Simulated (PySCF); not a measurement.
NICS in rings of unrelated molecules.

NICS is the negative of the GIAO shielding at a point without a nucleus: at the ring centre (0) and 1 Å above and below it (1); zz is the component along the ring normal. Level: GIAO PBE0/pcSseg-1 (PySCF, non-relativistic, gas phase) on the GFN2-xTB geometries, one conformer each. Atom numbers follow the mapped SMILES.

Question: Order these rings by mean NICS(1)zz, lowest (most negative) first (ppm).
A. ring N2–N3–N4–C5–C11 in `[CH3:1][n:2]1[n:3][n:4][c:5]2[cH:6][cH:7][c:8]([SiH3:9])[cH:10][c:11]12`
B. ring C3–C4–C5 in `[SiH3:1][S:2][C@H:3]1[CH2:4][C:5]12[CH2:6][CH2:7]2`
C. ring C2–N3–N4–C5–C7–C9 in `[CH3:1][c:2]1[n:3][n:4][c:5]([SiH3:6])[c:7]([CH3:8])[c:9]1[C:10]#[N:11]`
D. ring C3–C4–Si5–Si6–C7–S8 in `[CH:1]#[C:2][C@H:3]1[CH2:4][SiH2:5][SiH2:6][CH2:7][S:8]1`
E. ring C1–C2–C3–N4–C8 in `[CH2:1]1[CH2:2][CH2:3][N:4]([CH:5]2[CH2:6][CH2:7]2)[CH2:8]1`
F. ring C4–C5–C6–C7–S9 in `[CH3:1][CH2:2][CH2:3][c:4]1[cH:5][cH:6][c:7]([S-:8])[s:9]1` (charge -1)
G. ring C2–C3–Si4–Si5–C7 in `[F:1][C@@H:2]1[CH2:3][SiH2:4][Si@H:5]([F:6])[CH2:7]1`

Answer: A (-33.7), C (-24.7), B (-18.3), F (-14.6), E (-7.6), G (-2.1), D (3.0).

```tsv
SMILES	ring	NICS(0)	NICS(1)	NICS(1)zz	HOMA	rms pucker (Å)	ring atoms with four or more neighbours
Cn1nnc2ccc([SiH3])cc21	5-membered ring with 3 N; formal bonds all aromatic	-13.0	-13.7	-33.7	0.86	0.00	0
Cc1nnc([SiH3])c(C)c1C#N	6-membered ring with 2 N; formal bonds all aromatic	-5.0	-10.9	-24.7	0.94	0.00	0
[SiH3]S[C@H]1CC12CC2	3-membered carbocycle; formal bonds all single	-40.4	-6.8	-18.3	–	0.00	3
CCCc1ccc([S-])s1	5-membered ring with S; formal bonds all aromatic	-8.4	-7.1	-14.6	0.61	0.00	0
C1CCN(C2CC2)C1	5-membered ring with N; formal bonds all single	-6.6	-3.8	-7.6	–	0.16	4
F[C@@H]1C[SiH2][Si@H](F)C1	5-membered ring with 2 Si; formal bonds all single	-2.4	-3.4	-2.1	–	0.21	5
C#C[C@H]1C[SiH2][SiH2]CS1	6-membered ring with S and 2 Si; formal bonds all single	-2.6	-2.5	3.0	–	0.31	5
```

NICS(0) gives another order. The isotropic NICS(1) gives another order. HOMA uses Krygowski's 1993 parameters; it is left out where a ring has a four-coordinate atom, a triple bond, no multiple bond or a kind of bond without parameters. NICS(1) and NICS(1)zz are means over the two faces.
